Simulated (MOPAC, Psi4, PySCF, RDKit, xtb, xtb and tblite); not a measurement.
Torsional profile of SMILES [SiH2]([GeH3])[SeH], singlet. Scanned: dihedral Ge1–Si2–Se3–H9; all other coordinates were relaxed at GFN2-xTB. Points at φ and −φ are mirror images.

Geometry of the scan point at 140° (Å):
```
9

Ge    -1.2754     0.3665    -0.1031
Si     0.6587    -0.9365     0.0701
Se     2.5189     0.4031    -0.0267
H     -2.5122    -0.4724    -0.0218
H     -1.4458     1.3955     0.9686
H     -1.4191     1.1277    -1.3827
H      0.7831    -1.9222    -1.0042
H      0.7462    -1.6234     1.3577
H      3.2563    -0.2979     0.9804
```

Levels of theory: GFN2-xTB (xtb and tblite); B3LYP/def2-TZVP // GFN2-xTB (Psi4); B3LYP-D3(BJ)/def2-TZVP // GFN2-xTB (Psi4); PBE/def2-TZVP // GFN2-xTB (Psi4); PBE-D3(BJ)/def2-TZVP // GFN2-xTB (Psi4); wB97X-D/def2-TZVP // GFN2-xTB (Psi4); MP2/cc-pVTZ = DF-MP2 (frozen core)/cc-pVTZ // GFN2-xTB (Psi4); HF/cc-pVTZ // GFN2-xTB (Psi4); UFF // GFN2-xTB (RDKit); PM6, restricted, heats of formation // GFN2-xTB (MOPAC); PM7, restricted, heats of formation // GFN2-xTB (MOPAC); GFN1-xTB // GFN2-xTB (xtb); RKS-B3LYP/6-31G* = restricted B3LYP/6-31G*, spherical d, density fitting // GFN2-xTB (PySCF); RHF/LANL2DZ = PySCF with restricted Hartree-Fock/LANL2DZ, with its core potentials past Ne // GFN2-xTB; RKS-BP86/6-31G* = restricted BP86/6-31G*, spherical d, density fitting // GFN2-xTB run with PySCF.

Least-squares fit of E(φ) = a0 + Σ (a_n cos nφ + b_n sin nφ), n = 1 to 4, to the 18 scan points, in kcal/mol above the lowest point of each profile (levels whose profile four harmonics don't fit are not listed):

```tsv
method	a0	a1	b1	a2	b2	a3	b3	a4	b4	rms of fit
GFN2-xTB	0.33	-0.20	0.00	-0.31	0.00	0.19	0.00	0.00	0.00	0.00
B3LYP/def2-TZVP	0.65	-0.33	0.00	0.08	0.00	0.44	0.00	0.02	0.00	0.01
B3LYP-D3(BJ)/def2-TZVP	0.65	-0.41	0.00	0.01	0.00	0.44	0.00	0.02	0.00	0.01
PBE/def2-TZVP	0.66	-0.38	0.00	0.06	0.00	0.43	0.00	0.02	0.00	0.01
PBE-D3(BJ)/def2-TZVP	0.66	-0.42	0.00	0.03	0.00	0.43	0.00	0.02	0.00	0.01
wB97X-D/def2-TZVP	0.60	-0.37	0.00	-0.03	0.00	0.42	0.00	0.03	0.00	0.01
MP2/cc-pVTZ	0.59	-0.34	0.00	-0.11	0.00	0.47	0.00	0.03	0.00	0.01
HF/cc-pVTZ	0.61	-0.22	0.00	0.04	0.00	0.46	0.00	0.03	0.00	0.01
UFF	0.60	0.03	0.00	-0.31	0.00	0.27	0.00	0.00	0.00	0.01
PM6	0.44	0.24	0.00	0.18	0.00	0.37	0.00	-0.01	0.00	0.01
PM7	0.48	-0.14	0.00	0.11	0.00	0.35	0.00	0.02	0.00	0.00
GFN1-xTB	0.75	-0.55	0.00	-0.37	0.00	0.52	0.00	0.01	0.00	0.01
RKS-B3LYP/6-31G*	0.70	-0.28	0.00	0.15	0.00	0.48	0.00	0.03	0.00	0.01
RHF/LANL2DZ	0.55	-0.18	0.00	0.08	0.00	0.40	0.00	0.04	0.00	0.00
RKS-BP86/6-31G*	0.73	-0.30	0.00	0.18	0.00	0.48	0.00	0.03	0.00	0.01
```
